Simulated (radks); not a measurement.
Isoelectronic series with 33 electrons, all held in the configuration [Ar] 3d10 4s2 4p3, which need not be the ground one along the series. All-electron calculation, Dirac Kohn-Sham, LDA (Slater exchange, Perdew-Wang correlation), spin-unpolarised, spherical densities, finite nucleus; open shells fill j = l - 1/2 first; Fermi nuclear charge, rms radius of each element as measured or else 0.836 A^(1/3) + 0.57 fm. Program: a radial shooting solver on a logarithmic mesh with Libxc functionals. Total energies (hartree) and mean radii <r> (bohr):

ion,E (hartree),4p3/2,4p1/2,4s1/2
As,-2257.87009,2.570,2.514,1.933
Se+,-2426.53121,2.130,2.091,1.741
Br2+,-2601.98710,1.861,1.830,1.588
Kr3+,-2784.23448,1.670,1.643,1.463
Rb4+,-2973.28154,1.523,1.498,1.360
Sr5+,-3169.14264,1.405,1.382,1.271
Zr7+,-3581.38647,1.224,1.203,1.129
Nb8+,-3797.81605,1.152,1.132,1.070
Mo9+,-4021.15275,1.089,1.070,1.018
Tc10+,-4251.42894,1.033,1.015,0.9702
Ru11+,-4488.67220,0.9836,0.9652,0.9274
Rh12+,-4732.91941,0.9388,0.9207,0.8884
Pd13+,-4984.20309,0.8983,0.8804,0.8527
Ag14+,-5242.56179,0.8613,0.8436,0.8198
Cd15+,-5508.03055,0.8275,0.8099,0.7894
In16+,-5780.65464,0.7963,0.7788,0.7612
Sn17+,-6060.47142,0.7676,0.7501,0.7350
Sb18+,-6347.52643,0.7409,0.7235,0.7106
Te19+,-6641.86168,0.7161,0.6987,0.6877
I20+,-6943.53115,0.6929,0.6756,0.6663
Xe21+,-7252.57686,0.6713,0.6539,0.6461
Cs22+,-7569.0537,0.6510,0.6336,0.6271
Ba23+,-7893.0106,0.6319,0.6145,0.6091
